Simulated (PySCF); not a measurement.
Excitation energy of Cl²⁺ by level of theory

Cl²⁺ [Ne] 3s2 3p3 (4S) → Cl²⁺ [Ne] 3s1 3p3 4s1 (6S), as a difference of total energies. Calculation: PySCF 2.14, in aug-cc-pwCVDZ; no relativity, point nucleus. Correlated levels: valence and next inner shell: 1s2 frozen. The calculations carry no spin-orbit coupling.

```tsv
method	excitation energy (cm⁻¹)
UHF	226470
MP2 (valence and next inner shell)	238530
SCS-MP2 (valence and next inner shell)	241880
CCSD (valence and next inner shell)	240300
CCSD(T) (valence and next inner shell)	240600
```

The promoted electron is Rydberg-like, and one or two diffuse shells describe it only roughly, which tends to raise the upper state.
